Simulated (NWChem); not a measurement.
System: SnH2, singlet; SMILES [SnH2]

Program: NWChem. Medium grid unless said otherwise, to which SCAN and Minnesota functionals are sensitive. Low-valent species are run as closed-shell singlets; no triplet was tried in these runs. Geometry: optimised at PBE0/def2-SVP. def2 effective core potentials on Sn; no spin-orbit coupling. Hybrids' shares of exact exchange are those that their runs print; pure functionals count as 0. The functionals differ in more than this share.

```
row               share of exact exchange  highest occupied level (eV)
----------------  -----------------------  ---------------------------
PBE/def2-SVP                         0.00                        -5.61
M06-L/def2-SVP                       0.00                        -5.68
B3LYP/def2-SVP                       0.20                        -6.42
r2SCAN0/def2-SVP                     0.25                        -6.74
PW6B95/def2-SVP                      0.28                        -6.62
MPW1K/def2-SVP                       0.43                     withheld
```

Question: Fit a straight line of the last column on the one before it, predict the withheld value, and compare with the run.

Answer: 
1. Means of the 5 shown rows: x = 0.146, y = -6.214. Slope Σ(x − x̄)(y − ȳ)/Σ(x − x̄)² = -0.2864/0.07432 = -3.853; intercept -5.651.
2. The shown rows scatter about the line by 0.078 (root mean square); the largest residual is -0.13, at r2SCAN0/def2-SVP.
3. At x = 0.43 (MPW1K/def2-SVP; beyond the shown range) the line gives -7.31.
4. The run gives -7.29, +0.02 from the line, 0.3 times the scatter.
